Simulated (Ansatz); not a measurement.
Ansatz (a quantum-chemistry and plane-wave program) input (r2SCAN/def2-TZVP):

Ansatz 0.2 input:
```yaml
crystal:
  periodic: [false, false, false]
  atoms:
    - {symbol: Si, position_ang: [-0.00000000, -0.00000000, -1.14275119]}
    - {symbol: Cl, position_ang: [0.00000000, 0.00000000, 0.94108922]}
basis:
  gaussian:
    orbitals: def2-TZVP
hamiltonian:
  xc: {name: r2SCAN}
magnetization: {spin_polarized: true, initial_magnetization: 1}
relax: {f_tol: 0.003, max_steps: 100}
```

Output:

```
Functional definition: r2SCAN
integrals: 0.02 GiB planned
508 factors; their error is unknown
mean field: 0.19 GiB planned
mean field evaluation 1: about -20397.9010 eV, gradient 8.3e0 eV
mean field evaluation 2: about -20397.7250 eV, gradient 1.1e1 eV
mean field evaluation 4: about -20398.2937 eV, gradient 8.6e-1 eV
mean field evaluation 8: about -20398.2913 eV, gradient 1.1e-2 eV
mean field evaluation 16: about -20398.0521 eV, gradient 4.0e0 eV
mean field -20398.29129675 eV, -749.6233786972 hartree, gradient 5.3e-5 eV, S^2 0.761060; 1 other end points of the search recorded, 0 dependent functions left out
the calculation of the forces begins
reference -20398.29130643 eV, -749.6233790527 hartree; 16, 15 occupied and 58, 59 virtual orbitals, 508 factors
relax step   1: F+E_penalty+E_count = -20398.29129675 eV  Δ(F+E_penalty+E_count) = +0.000e0 eV  max|allowed force component| = 2.109e-1 eV/Å  Δτ_max = 0.0000 Å  (57 SCF iters, accepted)
these checks for a lower state are left out or cut short: starts, cluster_reference, orbital_swaps, neighbouring_geometries, increment
integrals: 0.02 GiB planned
508 factors; their error is unknown
mean field: 0.19 GiB planned
mean field evaluation 32: about -20398.2927 eV, gradient 2.0e-5 eV
mean field -20398.29268096 eV, -749.6234295658 hartree, gradient 2.0e-5 eV, S^2 0.761071; 0 other end points of the search recorded, 0 dependent functions left out
the calculation of the forces begins
reference -20398.29269062 eV, -749.6234299209 hartree; 16, 15 occupied and 58, 59 virtual orbitals, 508 factors
relax step   2: F+E_penalty+E_count = -20398.29268096 eV  Δ(F+E_penalty+E_count) = -1.384e-3 eV  max|allowed force component| = 4.401e-2 eV/Å  Δτ_max = 0.0054 Å  (38 SCF iters, accepted)
these checks for a lower state are left out or cut short: starts, cluster_reference, orbital_swaps, neighbouring_geometries, increment
integrals: 0.02 GiB planned
508 factors; their error is unknown
mean field: 0.19 GiB planned
mean field -20398.29274178 eV, -749.6234318011 hartree, gradient 1.0e-5 eV, S^2 0.761074; 0 other end points of the search recorded, 0 dependent functions left out
the calculation of the forces begins
reference -20398.29275144 eV, -749.6234321560 hartree; 16, 15 occupied and 58, 59 virtual orbitals, 508 factors
relax step   3: F+E_penalty+E_count = -20398.29274178 eV  Δ(F+E_penalty+E_count) = -6.082e-5 eV  max|allowed force component| = 1.692e-3 eV/Å  Δτ_max = 0.0014 Å  (31 SCF iters, accepted)
integrals: 0.02 GiB planned
508 factors; their error is unknown
mean field: 0.19 GiB planned
mean field evaluation 64: about -20398.2927 eV, gradient 2.5e-5 eV
mean field -20398.29274178 eV, -749.6234318011 hartree, gradient 1.0e-5 eV, S^2 0.761074; 2 other end points of the search recorded, 0 dependent functions left out
the calculation of the forces begins
reference -20398.29275144 eV, -749.6234321560 hartree; 16, 15 occupied and 58, 59 virtual orbitals, 508 factors
Total energy: -20398.29275144 eV, -749.6234321560 hartree
Atom 0 at     0.000000    -0.000000    -1.135915 Å, force     0.000000     0.000000    -0.001692 eV/Å
Atom 1 at    -0.000000     0.000000     0.934253 Å, force     0.000000    -0.000000     0.001692 eV/Å
Dipole moment:    -0.000000    -0.000000    -0.137807 e Å
```
